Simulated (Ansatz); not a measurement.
A geometry relaxed with B3LYP-D3(BJ)/def2-SVP (Ansatz, a quantum-chemistry and plane-wave program), charge 0, multiplicity 1:

```xyz
11

C     -0.4201    -0.0249    -0.0129
C      1.9435    -0.0716     0.0547
H      0.7915    -1.8980    -0.0265
S      1.6120     1.6455     0.0900
H     -2.0485    -1.7420    -0.1054
C      0.7982    -0.8074     0.0021
H      2.9768    -0.4141     0.0756
F     -0.9249     2.3383     0.0342
C     -0.0873     1.3191     0.0320
H     -2.7883     0.2071    -0.0755
B     -1.8529    -0.5518    -0.0684
```

Write the SMILES of this molecule.

`Bc1ccsc1F`
